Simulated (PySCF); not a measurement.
C₄H₁₂GeO₄, singlet, at a GFN2-xTB geometry; DF-HF/STO-3G (PySCF).

Input for PySCF:
```python
from pyscf import gto, scf

mol = gto.Mole()
mol.atom = '''
    C    -0.78775469   -2.35624119   -1.34657298
    O    -0.64649304   -0.94312365   -1.32153947
    Ge   -0.00000000    0.00000000    0.00000000
    O    -0.41482907    1.66116832   -0.34976952
    C    -1.66053864    2.12112988   -0.85387837
    O    -0.67277475   -0.69291026    1.45641737
    C    -0.23491654   -0.43366821    2.78252312
    O     1.73409685   -0.02513441    0.21489163
    C     2.68320987    0.66877953   -0.58207177
    H    -1.38822593   -2.58510075   -2.22816189
    H    -1.29410601   -2.71919049   -0.45241044
    H     0.18463016   -2.84483377   -1.42951724
    H    -2.43977528    2.05172014   -0.09288737
    H    -1.96700028    1.55167835   -1.73106519
    H    -1.50921302    3.16620457   -1.12785070
    H     0.84459073   -0.55243389    2.87312822
    H    -0.51070878    0.57499919    3.09503465
    H    -0.74007369   -1.16373829    3.41652260
    H     2.76585391    0.21811445   -1.57263004
    H     2.41651556    1.71994603   -0.68965259
    H     3.63751263    0.58263447   -0.06051000
'''
mol.basis = 'sto-3g'
mol.verbose = 4
mol.build()

mf = scf.RHF(mol)
mf = mf.density_fit(auxbasis='def2-universal-jkfit')
mf.kernel()
```

What the program printed (banner, timings and long lists left out):

```
PySCF version 2.14.0

[INPUT] verbose = 4
[INPUT] num. atoms = 21
[INPUT] num. electrons = 100
[INPUT] charge = 0
[INPUT] spin (= nelec alpha-beta = 2S) = 0
[INPUT] symmetry False subgroup None
[INPUT] Mole.unit = angstrom
[INPUT] Symbol           X                Y                Z      unit          X                Y                Z       unit  Magmom
[...]
nuclear repulsion = 895.682034291002
number of shells = 44
number of NR pGTOs = 210
number of NR cGTOs = 70
basis = sto-3g
ecp = {}

******** <class 'pyscf.df.df_jk.DFRHF'> ********
method = DFRHF
initial guess = minao
damping factor = 0
level_shift factor = 0
DIIS = <class 'pyscf.scf.diis.CDIIS'>
diis_start_cycle = 1
diis_space = 8
diis_damp = 0
SCF conv_tol = 1e-09
SCF conv_tol_grad = None
SCF max_cycles = 50
direct_scf = False
Set gradient conv threshold to 3.16228e-05
Initial guess from minao.
******** <class 'pyscf.df.df.DF'> ********
auxbasis = def2-universal-jkfit
init E= -2502.31176946813
[...]
cycle= 1 E= -2503.55443826788  delta_E= -1.24  |g|= 0.795  |ddm|= 5.48
[...]
cycle= 2 E= -2503.79767923767  delta_E= -0.243  |g|= 0.185  |ddm|= 1.31
[...]
cycle= 3 E= -2503.80970548223  delta_E= -0.012  |g|= 0.0423  |ddm|= 0.271
[...]
cycle= 4 E= -2503.81072451734  delta_E= -0.00102  |g|= 0.00718  |ddm|= 0.0892
[...]
cycle= 5 E= -2503.81075720154  delta_E= -3.27e-05  |g|= 0.00109  |ddm|= 0.0192
[...]
cycle= 6 E= -2503.81075804603  delta_E= -8.44e-07  |g|= 0.000277  |ddm|= 0.00312
[...]
cycle= 7 E= -2503.81075811637  delta_E= -7.03e-08  |g|= 8.51e-05  |ddm|= 0.000985
[...]
cycle= 8 E= -2503.8107581237  delta_E= -7.32e-09  |g|= 1.06e-05  |ddm|= 0.000382
[...]
cycle= 9 E= -2503.81075812379  delta_E= -9.6e-11  |g|= 1.17e-06  |ddm|= 4.04e-05
[...]
Extra cycle  E= -2503.8107581238  delta_E= -1.82e-12  |g|= 4.02e-07  |ddm|= 2.19e-06
converged SCF energy = -2503.8107581238
```
